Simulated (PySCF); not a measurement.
LDA on Pt⁻ (platinum, charge -1), [Xe] 4f14 5d9 6s2, 2D determinant. All numbers are calculated (PySCF 2.14, a scalar-relativistic core potential, in aug-cc-pVTZ-PP with ECP60MDF (6s6p5d3f2g, 88 functions)).

```
cycle= 1 E= -119.260033737046  delta_E= -0.0156  |g|= 0.189  |ddm|= 0.513
cycle= 2 E= -119.220756473466  delta_E= 0.0393  |g|= 0.364  |ddm|= 0.366
cycle= 3 E= -119.272789601406  delta_E= -0.052  |g|= 0.0119  |ddm|= 0.271
cycle= 4 E= -119.272854924823  delta_E= -6.53e-05  |g|= 0.00203  |ddm|= 0.0154
cycle= 5 E= -119.272857102725  delta_E= -2.18e-06  |g|= 0.000456  |ddm|= 0.00319
cycle= 6 E= -119.27285723262  delta_E= -1.3e-07  |g|= 2.86e-05  |ddm|= 0.000712
cycle= 7 E= -119.272857233179  delta_E= -5.59e-10  |g|= 5.52e-07  |ddm|= 5.06e-05
converged SCF energy = -119.272857233179  <S^2> = 0.75285812  2S+1 = 2.0028561
```

Highest occupied orbital energy: 0.937 eV; ⟨L²⟩ = 6.03; populations by l: s 4.00, p 6.00, d 9.00, f 0.00.

**Question.** Can this result be used?

**Answer.** With care. The run converged. Energies and moments cover only the electrons outside the core potential. Spin-orbit coupling, absent here, splits the open shell strongly. At LDA the highest occupied level has a positive energy, so only the finite basis holds that electron; in a semilocal or global hybrid functional this comes from self-interaction and does not mean that the real anion is unbound.
